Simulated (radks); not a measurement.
Q: Neutral rhenium, 75 electrons, occupied as [Xe] 4f14 5d5 6s2. Calculated with a radial shooting solver on a logarithmic mesh with Libxc functionals: scalar-relativistic Kohn-Sham, Slater X-alpha with alpha = 0.737, spin-polarised, spherical densities, finite nucleus; open shells are filled with parallel spins first (spin-orbit coupling, left out, can overturn this in heavy ions); Fermi nuclear charge, rms radius 5.3698 fm. Some entries of the table are withheld. Estimate them.

orbital  occ.  eigenvalue (eV)  <r^2> (bohr^2)
1s down     1        -71653.85       0.0004482
1s up       1        -71653.85       0.0004482
2s up       1        -12435.91        0.006875
2s down     1        -12435.66        0.006875
2p up       3        -10863.21        0.005701
2p down     3        -10863.00        0.005701
3s up       1        -2880.776         0.04455
3s down     1        -2880.675         0.04455
3p up       3        -2416.533         0.04533
3p down     3        -2416.425         0.04533
3d up       5        -1888.507         0.03755
3d down     5        -1888.333         0.03755
4s up       1        -601.0037          0.2189
4s down     1        -600.7615          0.2188
4p up       3        -448.4549          0.2492
4p down     3        -448.2061          0.2491
4d up       5        -256.6756          0.2887
4d down     5        -256.3608          0.2881
5s up       1         -86.3605           1.207
5s down     1         -83.7851           1.185
5p up       3         -48.2824           1.659
5p down     3         -44.9498           1.620
4f up       7         -43.4580          0.4181
4f down     7         -42.8477          0.4084
5d up       5              (1)           4.212
6s up       1              (2)           9.806
6s down     1              (3)           13.18
5d down     0              (4)           5.401

A: 
(1) 5d up eigenvalue (eV): -6.6355
(2) 6s up eigenvalue (eV): -6.6167
(3) 6s down eigenvalue (eV): -4.1073
(4) 5d down eigenvalue (eV): -2.7013
